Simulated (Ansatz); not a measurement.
Cost and result up the ladder for the cluster Ge₆H₈ (14 atoms). Charge 0, multiplicity 1. Geometry: PBE0-D4/def2-SVP.

```xyz
14

Ge   -1.3855   -0.1806    2.1733
Ge    1.3241    0.2357   -2.0251
Ge    1.2177   -0.0346    0.4073
Ge   -0.5742    1.8515   -2.0596
Ge   -1.2033    0.2502   -0.4068
Ge    0.8643   -1.3296    2.3869
H     1.3807    1.4197    0.9355
H    -0.1540    3.2260   -1.5206
H    -1.8368   -1.5932    1.5663
H    -1.7031   -0.9974   -1.1747
H     0.6792   -1.0740   -2.5983
H     1.8622   -0.8821    3.4739
H    -1.4106    1.9618   -3.3440
H     0.9392   -2.8533    2.1859
```

Ansatz on 4 threads of Intel Xeon Platinum 8259CL on a shared host. Times are rough, and most runs start from the orbitals of an earlier one. No level here is sound enough to serve as a yardstick. Binding counts from free atoms at the same level (Ge triplet, H doublet; other spins of the atoms weren't run), without zero-point energy or a counterpoise term.

The 6-31G sets use Cartesian d functions. B3LYP takes the VWN-RPA correlation. Correlated methods freeze 54 core orbitals; core or outer-core shells of Ge are correlated, in sets that lack core-valence functions. The rows differ in basis, and correlated rows in double-zeta sets carry the largest basis error. The structure comes from a short search, and lower isomers may exist.

Run but left out: HF/6-31G (restricted singlet, unstable in another Hartree–Fock run and untested here).

Correlated methods converge slowly with the basis, most of all in double-zeta sets.

```tsv
level	functions	wall time	binding energy per atom (eV)	remarks
PBE-D4/def2-SVP	232	4.1 s	2.69	–
LDA (SPW92)/def2-TZVP	336	7 s	3.11	restricted SCF unstable in HF
revPBE-D4/def2-TZVP	336	8 s	2.62	restricted SCF unstable in HF
LDA (SPW92)/def2-TZVPD	396	9.5 s	3.11	restricted SCF unstable in HF
PBE-D4/def2-TZVP (with forces)	336	10 s	2.69	restricted SCF unstable in HF
B3LYP-D4/6-31G	190	12 s	2.57	restricted SCF unstable in HF
PBE0-D4/def2-SVP	232	12 s	2.66	restricted SCF unstable in HF
PBE-D4/def2-TZVPD	396	12 s	2.70	restricted SCF unstable in HF
r2SCAN-D4/def2-TZVP	336	17 s	2.72	restricted SCF unstable in HF
MP2/def2-SVP	232	24 s	2.47	restricted SCF unstable
PBE0-D4/def2-TZVP	336	32 s	2.66	restricted SCF unstable in HF
PBE0-D4/def2-TZVPD	396	37 s	2.67	restricted SCF unstable in HF
B97M-V/def2-TZVP	336	40 s	2.73	restricted SCF unstable in HF
```
